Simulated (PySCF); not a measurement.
## InH under electron impact: the energy ladder

r²SCAN in PySCF with def2-TZVP on every atom (core potentials on In), for the lowest determinant that a PBE0 search found; no spin–orbit coupling.

```csv
species,state (unpaired electrons),Re (Å),ωe (cm⁻¹),energy of the minimum from the neutral (eV),De (eV),dissociates to
InH,singlet (closed shell),1.847,1461,0.00,2.68,In + H
InH⁺,doublet (σ ↑),1.853,1062,7.89,0.50,In⁺ + H
```

Problem. Work out the lowest energy to break InH into atoms, from its vibrational ground state.

Solution. D0 = De − ωe/2 = 2.68 − 0.09 = 2.59 eV (r²SCAN/def2-TZVP).

Problem. Work out the ionisation energy of the In atom at this level and the threshold of dissociative ionisation.

Solution. IE(In) = 7.89 + 0.50 − 2.68 = 5.71 eV, so In⁺ + H + e⁻ appears at D0 + IE(In) = 8.30 eV (r²SCAN/def2-TZVP). The measured IE(In) is 5.786 eV (NIST ASD).

These are thermodynamic thresholds; the onsets seen under electron impact lie higher where the geometry changes, and cross-sections peak well above them.

Weak bonds: InH⁺. Basis-set superposition, not corrected here, can be much of De in a small basis, most of all at correlated wavefunction levels. Functionals without a dispersion term scatter widely for such bonds, and LDA overbinds them. Spin–orbit coupling is left out, which matters for elements this heavy, above all for dissociation energies. For an ion De counts to the pair picked by the measured ionisation energies or electron affinities, which need not be the lowest pair at this level. States were picked by a PBE0 search and need not be the measured ground states.
